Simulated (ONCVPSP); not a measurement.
**Tc (Z = 43): variants of one ONCV potential**

Base potential:

* Element: technetium (Tc)
* Generator: ONCVPSP 4.0.1
* Type: optimised norm-conserving Vanderbilt (ONCV)
* Functional: LDA (Perdew-Wang 92)
* Relativity: scalar-relativistic
* Frozen core: [Ar] 3d10
* Valence charge: 15
* Reference configuration: 4s2 4p6 4d5 5s1 5p1
* Partial waves: 4s+5s: rc 1.65 bohr, ncon 5, nbas 8, qcut 6.5 1/bohr, 2 projectors; 4p+5p: rc 2.00 bohr, ncon 4, nbas 7, qcut 5.6 1/bohr, 2 projectors; 4d: rc 2.10 bohr, ncon 3, nbas 7, qcut 7.3 1/bohr, 2 projectors, debl 2.1 Ha
* Local potential: polynomial inside 1.50 bohr (lpopt 5, dvloc0 6 Ha)
* Core correction: none

Cutoffs, loose and tight: the cutoffs (Ha) at which the residual kinetic energy of the hardest occupied pseudo-wave falls to 1 and 0.1 mHa per electron. They do not see the model core or the augmentation charge, which bear on the density cutoff. Test errors are all-electron minus pseudo excitation energies from the reference, over the configurations 4s2 4p6 4d5 5s2 5p0; 4s2 4p6 4d5 5s1 5p0; 4s2 4p6 4d5 5s0 5p0; 4s1 4p6 4d5 5s2 5p0. A dash means not determined; rows that change the core or the reference have their own tests.

A true bound ghost makes a file unfit for plane-wave use even where its test errors are small: the radial tests pick states by their node count and pass the ghost by.

```csv
change,outcome,"cutoff, loose","cutoff, tight",bound ghosts,GHOST(+) flags above zero,largest test error (meV)
base,generated,20 Ha,54 Ha,none,s,-118
s: qcut 4.7,generated,53 Ha,63 Ha,none,none,-198
s: qcut 5.3,generated,49 Ha,61 Ha,none,none,-168
s: qcut 5.9,generated,30 Ha,58 Ha,none,none,-141
s: qcut 6.6,generated,21 Ha,53 Ha,none,s,-115
s: qcut 7.3,generated,23 Ha,28 Ha,none,s,-93
s: qcut 7.9,generated,25 Ha,29 Ha,s,none,-79
s: qcut 8.5,generated,27 Ha,31 Ha,s,none,-68
s: qcut 9.3,generated,30 Ha,35 Ha,s,none,-56
s: qcut 9.7,"failed: ERROR pspot: first pseudo wave function has node, program will stop",–,–,–,–,–
```

**Question.** What comes out with this change to the base: s: qcut 4?

**Answer.** outcome: generated; cutoff, loose: 55 Ha; cutoff, tight: 64 Ha; bound ghosts: none; GHOST(+) flags above zero: none; largest test error (meV): -224.

Reading the sweep of the qcut of the s channel (base included, trends over the rows without a ghost): The loose cutoff is not monotonic: lowest 20 Ha at 6.5 1/bohr, highest 55 Ha at 4 1/bohr. The median size of the test errors (rows with all tests solved) stays near 2.2 meV. Bound ghosts are found at 7.9, 8.5, 9.3 1/bohr. The generation fails at 9.7 1/bohr.
